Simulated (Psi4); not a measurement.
Psi4 input (wB97X-D/6-31G*):

```
memory 1500 MB

molecule {
0 2
C    -2.40749400    0.60762900    0.39750900
C    -1.03145700    0.14057200   -0.02906300
C     0.04911000    0.43526700    1.01928000
C     1.42849400    0.08156500    0.61439700
Cl    2.19714700    1.01010200   -0.60745300
Cl   -1.07336600   -1.65078000   -0.36422600
H    -2.39592800    1.69032600    0.54590800
H    -3.15174600    0.37143300   -0.36155300
H    -2.70597700    0.13323100    1.33327400
H    -0.74681100    0.58626000   -0.98012200
H    -0.19886900   -0.10220000    1.93792100
H    -0.00774600    1.50769400    1.23799800
H     1.87088300   -0.88540700    0.79238900
symmetry c1
no_reorient
no_com
}

set {
  basis 6-31G*
  reference uks
  scf_type pk
  dft_radial_points 99
  dft_spherical_points 590
  e_convergence 1e-8
  d_convergence 1e-7
  maxiter 150
}

e = energy('wb97x-d')
print_out(f'\nFINAL {e:.10f} DIPOLE {variable("CURRENT DIPOLE")[0]:.6f} {variable("CURRENT DIPOLE")[1]:.6f} {variable("CURRENT DIPOLE")[2]:.6f}\n')
```

From the output:

```
  HONO-1 :   32  A 1.9988282
  HONO-0 :   33  A 1.0000000
  LUNO+0 :   34  A 0.0011718
  LUNO+1 :   35  A 0.0004783
  LUNO+2 :   36  A 0.0003526
  LUNO+3 :   37  A 0.0002773

Computation Completed

Properties will be evaluated at   0.000000,   0.000000,   0.000000 [a0]

Properties computed using the SCF density matrix

 Multipole Moments:

 ------------------------------------------------------------------------------------
     Multipole            Electronic (a.u.)      Nuclear  (a.u.)        Total (a.u.)
 ------------------------------------------------------------------------------------

 L = 1.  Multiply by 2.5417464519 to convert [e a0] to [Debye]
 Dipole X            :         -0.3976605            0.0000019           -0.3976587
 Dipole Y            :          0.5483295            0.0000170            0.5483465
 Dipole Z            :          0.5197619            0.0000189            0.5197808
 Magnitude           :                                                    0.8538082

 ------------------------------------------------------------------------------------

FINAL -1076.9057634233 DIPOLE -0.397659 0.548347 0.519781

*** Psi4 exiting successfully. Buy a developer a beer!
```

The geometry given is a B3LYP-D3(BJ)/def2-TZVP minimum.
